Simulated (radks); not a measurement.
Species: Kr2+. Configuration: [Ar] 3d10 4s1 4p5 (not the ground configuration).

All-electron calculation, scalar-relativistic Kohn-Sham, B86b exchange with PBE correlation, spin-polarised, spherical densities, finite nucleus; open shells are filled with parallel spins first; Fermi nuclear charge, rms radius 4.1884 fm. Program: a radial shooting solver on a logarithmic mesh with Libxc functionals.

Energy parts (eV):
part                       energy
total                  -75885.224
kinetic                 77621.966
electron-nucleus      -182140.582
Hartree                 31249.448
exchange-correlation    -2616.055

Orbitals (lengths in bohr, moments of r in powers of bohr):
| orbital | occ. | eigenvalue (eV) | <1/r> |
|---|---|---|---|
| 1s up | 1 | -14188.28 | 36.77 |
| 1s down | 1 | -14188.06 | 36.77 |
| 2s up | 1 | -1891.964 | 8.165 |
| 2s down | 1 | -1891.829 | 8.165 |
| 2p up | 3 | -1675.973 | 7.985 |
| 2p down | 3 | -1675.797 | 7.985 |
| 3s up | 1 | -291.1218 | 2.701 |
| 3s down | 1 | -290.8312 | 2.701 |
| 3p up | 3 | -222.3240 | 2.548 |
| 3p down | 3 | -222.0042 | 2.549 |
| 3d up | 5 | -108.4773 | 2.273 |
| 3d down | 5 | -108.0875 | 2.278 |
| 4s up | 1 | -47.8640 | 0.8936 |
| 4s down | 0 | -45.6776 | 0.8917 |
| 4p up | 3 | -32.5571 | 0.7677 |
| 4p down | 2 | -30.5251 | 0.7577 |
| 4d up | 0 | -12.9843 | 0.4960 |
| 5s up | 0 | -12.8977 | 0.3508 |
| 5s down | 0 | -12.4676 | 0.3431 |
| 4d down | 0 | -11.8353 | 0.4647 |

The highest occupied level is 4p down at -30.525 eV. The configuration is held as typed, so some empty levels lie below it. The electron density at the nucleus is 5.012e+04 e/bohr^3 (large components only). Spin moment in Bohr magnetons: 2. The spin density at the nucleus is 49.35 e/bohr^3 (1s 0.09, 2s 0.17, 3s 0.01, 4s 49.09).
